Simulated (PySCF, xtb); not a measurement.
InCl, SMILES [Cl][In] (connectivity only; charge and spin as stated), neutral, multiplicity 1.

Harmonic wavenumbers (cm⁻¹) from GFN2-xTB (xtb 6.7.1) at its own minimum, in rising order: 273.

Task: What does PBE0-D3(BJ)/def2-TZVP (PySCF 2.14.0) give at its own minimum? (An estimate is asked for; the answer gives what the named calculation found.)

Result: 312. Paired by order, the mean absolute difference is 39 cm⁻¹ and the zero-point energies are 0.4 and 0.4 kcal/mol.
